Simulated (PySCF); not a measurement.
A structure optimised at PBE0-D3(BJ)/def2-TZVP, used in a PySCF frequency run:

```xyz
3

Zr     0.0000     0.0000     0.4632
Cl     0.0000     2.0625    -0.5449
Cl     0.0000    -2.0625    -0.5449
```
Charge 0, spin multiplicity 1.

Task: Write its SMILES, formula and point group.

Result: [Cl][Zr][Cl], Cl₂Zr, C2v

Task: What are its rotational constants (standard atomic weights)?

Result: 12.465, 1.6757, 1.4771 GHz
